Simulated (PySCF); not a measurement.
Si(H)2(OMe)(PH2) (CH₇OPSi), SMILES CO[SiH2]P. Atoms are numbered in the order given.

```xyz
11

Si     0.1932     0.8848    -0.1987
P      1.4988    -0.8402     0.5246
O     -1.2703     0.2995    -0.7381
C     -2.1783    -0.4306     0.0556
H      0.7725     1.6366    -1.3413
H      0.0123     1.7962     0.9748
H      2.5901     0.0333     0.8289
H      1.9868    -1.1599    -0.7797
H     -2.5545     0.1682     0.9066
H     -3.0386    -0.7177    -0.5684
H     -1.7231    -1.3529     0.4624
```
Charge 0, spin multiplicity 1.

Geometry: B3LYP-D3(BJ)/def2-SVP. One conformer was computed; it need not be the lowest.

Level of theory: PBE/pcSseg-1 run with PySCF.

GIAO shieldings, no solvent; atoms listed in one row are averaged. δ = σ(ref) − σ: ²⁹Si against TMS (σ = 335.4 ppm); ³¹P against PH3 (σ = 576.8 ppm); ¹⁷O against H2O (σ = 334.3 ppm); ¹³C against TMS (σ = 182.0 ppm); ¹H against TMS (σ = 31.49 ppm), references at their B3LYP-D3(BJ)/def2-TZVP geometries, non-relativistic.

Computed chemical shifts:
| nucleus | atoms | count | δ (ppm) |
|---|---|---|---|
| ²⁹Si | Si1 | 1 | -2.6 |
| ³¹P | P2 | 1 | 3.0 |
| ¹⁷O | O3 | 1 | 17.7 |
| ¹³C | C4 | 1 | 58.1 |
| ¹H | H5 | 1 | 6.07 |
| ¹H | H6 | 1 | 5.79 |
| ¹H | H9, H10, H11 | 3 | 4.01 |
| ¹H | H8 | 1 | 2.07 |
| ¹H | H7 | 1 | 1.44 |
